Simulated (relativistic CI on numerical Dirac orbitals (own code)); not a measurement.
# Electric-dipole transitions in La30+

These numbers are calculated, not measured: Dirac-Coulomb-Breit CI, separate exchange-only KLI orbitals for each configuration, QED by a radiative potential, unscaled Slater integrals (own radial code, finite nucleus).

Configuration list (outside the closed core [Ne]): 3s²3p⁶3d⁹, 3s²3p⁵3d¹⁰, 3s3p⁶3d¹⁰, 3s²3p⁶3d⁸4s, 3s²3p⁶3d⁸4p, 3s²3p⁶3d⁸4d, 3s²3p⁴3d¹⁰4s, 3s²3p⁶3d⁸4f, 3s²3p⁵3d⁹4s, 3s²3p⁴3d¹⁰4p, 3s²3p⁵3d⁹4p, 3s²3p⁶3d⁷4s², 3s²3p⁴3d¹⁰4d, 3s3p⁵3d¹⁰4s, 3s²3p⁶3d⁷4s4p, 3s3p⁵3d¹⁰4p. Levels of other configurations are missing.

```
λ vac (nm)                     Lower                      Upper   A (s⁻¹)        gf  Branching (%)
    1.1946       3s²3p⁶3d⁹ ²D5/2 [1]   3s²3p⁶3d⁸4f ⁴F°5/2 [165]  5.69e+12  7.31e-01           97.5
    1.1951       3s²3p⁶3d⁹ ²D5/2 [1]   3s²3p⁶3d⁸4f ⁴G°7/2 [164]  6.21e+12  1.06e+00           98.0
    1.2037       3s²3p⁶3d⁹ ²D5/2 [1]   3s²3p⁶3d⁸4f ²D°3/2 [153]  4.80e+12  4.17e-01           96.4
    1.2040       3s²3p⁶3d⁹ ²D3/2 [2]   3s²3p⁵3d⁹4s ²F°5/2 [186]  3.84e+12  5.01e-01           56.2
    1.2045       3s²3p⁶3d⁹ ²D5/2 [1]   3s²3p⁵3d⁹4s ²D°5/2 [152]  4.08e+12  5.32e-01           68.9
    1.2237       3s²3p⁶3d⁹ ²D5/2 [1]   3s²3p⁵3d⁹4s ²F°7/2 [135]  4.84e+12  8.69e-01           93.3
    1.4924       3s²3p⁶3d⁹ ²D5/2 [1]    3s²3p⁶3d⁸4p ²F°7/2 [38]  2.84e+12  7.59e-01           98.6
    3.5506       3s²3p⁶3d⁹ ²D3/2 [2]      3s²3p⁵3d¹⁰ ²P°1/2 [4]  1.66e+12  6.29e-01          100.0
    4.3376     3s²3p⁶3d⁸4s ⁴F9/2 [6]   3s²3p⁵3d⁹4s ⁴D°7/2 [147]  9.20e+11  2.08e+00           45.0
    4.3376     3s²3p⁶3d⁸4s ²F7/2 [7]   3s²3p⁵3d⁹4s ²D°5/2 [152]  9.26e+11  1.57e+00           15.7
    4.3950       3s²3p⁶3d⁹ ²D5/2 [1]      3s²3p⁵3d¹⁰ ²P°3/2 [3]  8.23e+11  9.53e-01           91.8
    4.4059    3s²3p⁶3d⁸4s ⁴F7/2 [10]   3s²3p⁵3d⁹4s ⁴D°5/2 [166]  6.63e+11  1.16e+00           30.7
    4.5970     3s²3p⁶3d⁸4s ²F7/2 [7]   3s²3p⁵3d⁹4s ²F°7/2 [135]  2.85e+11  7.22e-01            5.5
    4.6015     3s²3p⁶3d⁸4s ²D5/2 [8]   3s²3p⁵3d⁹4s ²D°5/2 [136]  5.51e+11  1.05e+00           21.2
    4.6105     3s²3p⁶3d⁸4s ⁴F9/2 [6]   3s²3p⁵3d⁹4s ⁴F°9/2 [134]  3.10e+11  9.87e-01           88.0
    5.1253     3s²3p⁵3d¹⁰ ²P°3/2 [3]        3s3p⁶3d¹⁰ ²S1/2 [5]  7.77e+11  6.12e-01           88.4
    10.213   3s²3p⁶3d⁸4p ²F°5/2 [25]     3s²3p⁶3d⁸4d ²G7/2 [78]  1.49e+11  1.86e+00           74.6
    10.265   3s²3p⁶3d⁸4p ²G°9/2 [23]     3s²3p⁶3d⁸4d ⁴G9/2 [70]  1.08e+11  1.71e+00           52.8
    10.300   3s²3p⁶3d⁸4p ⁴G°7/2 [27]     3s²3p⁶3d⁸4d ⁴H9/2 [87]  1.78e+11  2.83e+00           86.0
    10.322   3s²3p⁶3d⁸4p ⁴G°5/2 [30]     3s²3p⁶3d⁸4d ²F7/2 [99]  1.51e+11  1.92e+00           74.2
    10.347   3s²3p⁶3d⁸4p ⁴D°7/2 [22]     3s²3p⁶3d⁸4d ⁴D7/2 [68]  1.20e+11  1.55e+00           66.2
    10.352   3s²3p⁶3d⁸4p ²G°9/2 [23]    3s²3p⁶3d⁸4d ²H11/2 [69]  1.89e+11  3.64e+00           91.1
    10.439   3s²3p⁶3d⁸4p ⁴D°7/2 [22]     3s²3p⁶3d⁸4d ⁴P5/2 [67]  1.63e+11  1.60e+00           88.0
    10.487   3s²3p⁶3d⁸4p ²G°9/2 [36]   3s²3p⁶3d⁸4d ²I11/2 [102]  1.32e+11  2.61e+00           65.1
    12.518   3s²3p⁶3d⁸4p ²F°7/2 [40]     3s²3p⁶3d⁸4d ²G9/2 [82]  1.17e+11  2.74e+00           86.3
    12.523   3s²3p⁶3d⁸4p ⁴D°7/2 [52]    3s²3p⁶3d⁸4d ⁴F9/2 [107]  1.26e+11  2.96e+00           95.1
    12.526   3s²3p⁶3d⁸4d ⁴H13/2 [72]  3s²3p⁶3d⁸4f ⁴I°15/2 [141]  1.12e+11  4.20e+00          100.0
    12.541  3s²3p⁶3d⁸4p ⁴G°11/2 [32]    3s²3p⁶3d⁸4d ⁴H13/2 [72]  1.31e+11  4.33e+00          100.0
    12.547   3s²3p⁶3d⁸4p ⁴G°9/2 [45]    3s²3p⁶3d⁸4d ⁴H11/2 [94]  1.30e+11  3.69e+00           99.7
    12.637  3s²3p⁶3d⁸4p ²H°11/2 [54]   3s²3p⁶3d⁸4d ²I13/2 [112]  1.28e+11  4.30e+00          100.0
    13.910    3s²3p⁶3d⁸4s ²G9/2 [17]    3s²3p⁶3d⁸4p ²G°9/2 [61]  5.15e+10  1.49e+00           66.8
    14.180    3s²3p⁶3d⁸4s ²G7/2 [18]    3s²3p⁶3d⁸4p ²G°7/2 [59]  5.91e+10  1.43e+00           20.5
    14.190     3s²3p⁶3d⁸4s ²D5/2 [8]    3s²3p⁶3d⁸4p ²F°7/2 [40]  6.43e+10  1.55e+00           45.6
    14.203     3s²3p⁶3d⁸4s ⁴F9/2 [6]    3s²3p⁶3d⁸4p ⁴F°9/2 [33]  2.92e+10  8.84e-01           53.3
    14.231    3s²3p⁶3d⁸4s ⁴P3/2 [15]    3s²3p⁶3d⁸4p ⁴D°5/2 [57]  6.29e+10  1.15e+00           44.4
    14.286     3s²3p⁶3d⁸4s ²F7/2 [7]    3s²3p⁶3d⁸4p ²D°5/2 [37]  6.22e+10  1.14e+00            3.1
    14.291    3s²3p⁶3d⁸4s ⁴F7/2 [10]    3s²3p⁶3d⁸4p ⁴F°7/2 [47]  4.07e+10  9.96e-01           13.5
    14.369    3s²3p⁶3d⁸4s ²D5/2 [20]    3s²3p⁶3d⁸4p ²F°7/2 [64]  6.97e+10  1.73e+00           91.7
    14.369    3s²3p⁶3d⁸4s ⁴P5/2 [13]    3s²3p⁶3d⁸4p ⁴D°7/2 [52]  6.71e+10  1.66e+00           61.9
    14.447     3s²3p⁶3d⁸4s ⁴F9/2 [6]   3s²3p⁶3d⁸4p ⁴G°11/2 [32]  6.92e+10  2.60e+00          100.0
    14.468    3s²3p⁶3d⁸4s ⁴F7/2 [10]    3s²3p⁶3d⁸4p ⁴G°9/2 [45]  6.87e+10  2.16e+00           99.4
    14.551     3s²3p⁶3d⁸4s ²F7/2 [7]    3s²3p⁶3d⁸4p ²F°7/2 [34]  3.26e+10  8.29e-01           52.0
    14.659    3s²3p⁶3d⁸4s ²G9/2 [17]   3s²3p⁶3d⁸4p ²H°11/2 [54]  6.66e+10  2.57e+00          100.0
    21.027     3s²3p⁶3d⁸4s ⁴F9/2 [6]    3s²3p⁶3d⁸4p ⁴D°7/2 [22]  1.71e+10  9.09e-01           46.7
    21.244     3s²3p⁶3d⁸4s ²F7/2 [7]    3s²3p⁶3d⁸4p ²G°9/2 [23]  1.26e+10  8.50e-01           56.9
```

Terms are leading LS components. Brackets give the number of a level in order of energy, since labels repeat. The list gives strong lines, with weight on those to low levels, without lines whose two gauges differ by over a factor of 2.5, among the lowest 200 of 616 levels, so that lines to higher ones, which can be the strongest, are missing. Levels whose partners in the same complex of configurations lie outside the list can be far off, and so can their lines. Rates are taken at the computed energies, electric ones in the length gauge.

At this charge energies of transitions that change n are usually good to better than 1 %, and those within a shell (Δn = 0) to a few per cent.

LS names give the leading component of a level, which can be under half, so a name can repeat, a term be missing and a line seem to break the LS rules.
